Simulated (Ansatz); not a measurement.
Ansatz (a quantum-chemistry and plane-wave program) input file for HfO, SMILES [O]=[Hf], multiplicity 1, PBE0/def2-TZVPD. Coordinates come from a B3LYP-D3(BJ)/def2-TZVPD optimisation. The multiplicity is an assumed one; other spin states were not compared. The def2 effective core potentials stand for the cores of Hf; spin–orbit coupling is left out.

Ansatz 0.2 input:
```yaml
crystal:
  periodic: [false, false, false]
  atoms:
    - {symbol: Hf, position_ang: [0.00000000, 0.00000000, -0.17341973]}
    - {symbol: O, position_ang: [0.00000000, 0.00000000, 1.56077761]}
basis:
  gaussian:
    orbitals: def2-TZVPD
hamiltonian:
  xc: {name: PBE0}
```

Log of the run:

```
WARN ansatz: RAYON_NUM_THREADS=1 ignored (pool sized by the plan → 1); use --threads N
Functional definition: PBE0
integrals: 0.02 GiB planned
623 factors; their error is unknown
mean field: 0.20 GiB planned
mean field evaluation 1: about -3339.4064 eV, gradient 7.9e1 eV
mean field evaluation 2: about -3127.0211 eV, gradient 2.4e2 eV
mean field evaluation 4: about -3351.1889 eV, gradient 8.1e0 eV
mean field evaluation 8: about -3351.3501 eV, gradient 3.9e-2 eV
mean field -3351.36324693 eV, -123.1603276891 hartree, gradient 3.4e-5 eV, S^2 0.000000; 0 other end points of the search recorded, 0 dependent functions left out
reference -3351.36327169 eV, -123.1603285991 hartree; 10, 10 occupied and 73, 73 virtual orbitals, 623 factors
Total energy: -3351.36327169 eV, -123.1603285991 hartree
```

The calculation finished and met its thresholds.

Cost: around 0.9 core-seconds (rough).
